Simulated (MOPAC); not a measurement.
Job for MOPAC: AM1 on H2S2Si (SMILES S[Si]S), a point of a torsion scan.

```
AM1 1SCF PRECISE CHARGE=0 THREADS=1
H2S2Si

S      1.66518129 1    -0.37604017 1     0.14667844 1
Si     0.00124879 1    -1.30779884 1    -0.94045135 1
S     -0.50761418 1    -2.89281150 1     0.45181099 1
H      1.44776554 1     0.83424236 1    -0.34441312 1
H      0.40196762 1    -2.64713669 1     1.38442846 1
```

The log:

```
*******************************************************************************
 **                                                                           **
 **                              MOPAC v23.2.5                                **
 **                                                                           **
 *******************************************************************************
 ** MOPAC's Digital Object Identifier: https://doi.org/10.5281/zenodo.6511958 **
 **                                                                           **
 ** Please cite the open-source release paper for use of this MOPAC version:  **
 ** J. E. Moussa and J. J. P. Stewart (2026)                                  **
 ** MOPAC: An open-source semiempirical molecular orbital program             **
 ** J. Open Source Softw., 11(119), 8025, https://doi.org/10.21105/joss.08025 **
 *******************************************************************************

                              AM1 CALCULATION RESULTS

 *******************************************************************************
 *  AM1        - The AM1 Hamiltonian to be used
 *
 *
 *
 *                 CHARGE ON SYSTEM = 0
 *
 *
 *
 *  PRECISE    - TIGHTER CRITERIA TO BE USED
 *  1SCF       - DO 1 SCF AND THEN STOP
 *  THREADS=1  - MULTI-THREADING NOT USED
 *  T=         - A TIME OF 172800.0 SECONDS REQUESTED
 *  DUMP=N     - RESTART FILE WRITTEN EVERY 7200.0 SECONDS REQUESTED
 *******************************************************************************
AM1 1SCF PRECISE CHARGE=0 THREADS=1
 H2S2Si

   ATOM   CHEMICAL          X               Y               Z
  NUMBER   SYMBOL      (ANGSTROMS)     (ANGSTROMS)     (ANGSTROMS)

     1       S          1.66518129  *  -0.37604017  *   0.14667844  *
     2      Si          0.00124879  *  -1.30779884  *  -0.94045135  *
     3       S         -0.50761418  *  -2.89281150  *   0.45181099  *
     4       H          1.44776554  *   0.83424236  *  -0.34441312  *
     5       H          0.40196762  *  -2.64713669  *   1.38442846  *



          CARTESIAN COORDINATES

    NO.       ATOM           X           Y           Z

     1         S          1.6652     -0.3760      0.1467
     2        Si          0.0012     -1.3078     -0.9405
     3         S         -0.5076     -2.8928      0.4518
     4         H          1.4478      0.8342     -0.3444
     5         H          0.4020     -2.6471      1.3844

  H: (AM1): M.J.S. DEWAR ET AL, J. AM. CHEM. SOC. 107 3902-3909 (1985)
 Si: (AM1): M.J.S.DEWAR, C. JIE, ORGANOMETALLICS, 6, 1486-1490 (1987).
  S: (AM1): M.J.S. DEWAR, Y-C YUAN, INORGANIC CHEMISTRY, 29, 3881:3890,  (1990)

           Empirical Formula: H2 S2 Si  =     5 atoms



      MOLECULAR POINT GROUP   :   C1


      RHF CALCULATION, NO. OF DOUBLY OCCUPIED LEVELS = 9


 -------------------------------------------------------------------------------
 AM1 1SCF PRECISE CHARGE=0 THREADS=1
 H2S2Si



     1SCF WAS SPECIFIED, SO BFGS WAS NOT USED
     SCF FIELD WAS ACHIEVED


                              AM1 CALCULATION
                                                       MOPAC v23.2.5 Linux




          FINAL HEAT OF FORMATION =         37.77648 KCAL/MOL =     158.05680 KJ/MOL


          COSMO AREA              =        121.44 SQUARE ANGSTROMS
          COSMO VOLUME            =        114.73 CUBIC ANGSTROMS

          IONIZATION POTENTIAL    =          8.544718 EV
          HOMO LUMO ENERGIES (EV) =         -8.545 -1.952
          NO. OF FILLED LEVELS    =          9
          MOLECULAR WEIGHT        =         94.2213         POINT GROUP:  C1

          MOLECULAR DIMENSIONS (Angstroms)

            Atom       Atom       Distance
            H     4    S     3     4.28350
           Si     2    H     5     2.31483
            S     1    S     3     0.55676


          SCF CALCULATIONS        =          1





   ATOM   CHEMICAL          X               Y               Z
  NUMBER   SYMBOL      (ANGSTROMS)     (ANGSTROMS)     (ANGSTROMS)

     1       S          1.66518129  *  -0.37604017  *   0.14667844  *
     2      Si          0.00124879  *  -1.30779884  *  -0.94045135  *
     3       S         -0.50761418  *  -2.89281150  *   0.45181099  *
     4       H          1.44776554  *   0.83424236  *  -0.34441312  *
     5       H          0.40196762  *  -2.64713669  *   1.38442846  *

                             CARTESIAN COORDINATES

   1    S        1.665181290    -0.376040170     0.146678440
   2   Si        0.001248790    -1.307798840    -0.940451350
   3    S       -0.507614180    -2.892811500     0.451810990
   4    H        1.447765540     0.834242360    -0.344413120
   5    H        0.401967620    -2.647136690     1.384428460


           Empirical Formula: H2 S2 Si  =     5 atoms



      MOLECULAR POINT GROUP   :   C1


                  EIGENVALUES
 -20.02516 -19.67879 -15.64708 -15.07144 -13.07193 -11.88392 -11.28787 -10.30142
  -8.54472  -1.95151  -1.61433  -1.20984   0.72823   0.99710


              NET ATOMIC CHARGES AND DIPOLE CONTRIBUTIONS

  ATOM NO.   TYPE          CHARGE      No. of ELECS.   s-Pop       p-Pop
    1          S          -0.377196        6.3772     1.92071     4.45649
    2         Si           0.442960        3.5570     1.44555     2.11149
    3          S          -0.281394        6.2814     1.91158     4.36982
    4          H           0.114378        0.8856     0.88562
    5          H           0.101252        0.8987     0.89875
 DIPOLE           X         Y         Z       TOTAL
 POINT-CHG.    -1.337     0.980    -2.393     2.911
 HYBRID         2.141     0.237     2.853     3.575
 SUM            0.803     1.217     0.460     1.529


          ATOMIC ORBITAL ELECTRON POPULATIONS

     Atom    s        px        py        pz
    1  S   1.92071   1.59882   1.23494   1.62272
    2 Si   1.44555   0.59410   0.53703   0.98037
    3  S   1.91158   1.44620   1.56891   1.35470
    4  H   0.88562
    5  H   0.89875

 **********************
 *                    *
 * JOB ENDED NORMALLY *
 *                    *
 **********************




 == MOPAC DONE ==
```

The run finished.

Cost: around 0.020 core-seconds (rough).
